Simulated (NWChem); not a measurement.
System: CHBr₂F; SMILES FC(Br)Br

```xyz
5

F      1.8513    -0.1798     0.0000
C      0.6683     0.4286     0.0000
Br    -0.3067    -0.0353     1.6013
Br    -0.3067    -0.0353    -1.6013
H      0.7959     1.5182     0.0000
```
Atoms are numbered in this order, from 1.

All runs: NWChem. Pople sets run with spherical d functions. The geometry was optimised at PBE0/def2-SVP. B3LYP is NWChem's, with the RPA form of VWN correlation. Total energies compare along this basis series because the functional is fixed.

| level | basis functions | energy (Ha) | highest occupied level (eV) | orbital gap (eV) | dipole (D) | relative time |
|---|---|---|---|---|---|---|
| B3LYP/STO-3G | 47 | -5228.5933 | -5.02 | 7.92 | 1.23 | 1 |
| B3LYP/3-21G | 64 | -5261.3549 | -7.61 | 6.54 | 1.33 | 1 |
| B3LYP/6-31G* | 94 | -5286.2723 | -8.00 | 6.50 | 1.23 | 6 |
| B3LYP/def2-SVP | 97 | -5286.1635 | -7.89 | 6.67 | 1.15 | 5 |
| B3LYP/def2-SVPD | 133 | -5286.1845 | -8.17 | 6.42 | 1.12 | 9 |
| B3LYP/def2-TZVP | 164 | -5286.9620 | -8.11 | 6.54 | 1.14 | 20 |
| B3LYP/aug-cc-pVTZ | 233 | -5287.0514 | -8.14 | 6.42 | 1.12 | 80 |

Times are rough ratios from one shared machine.
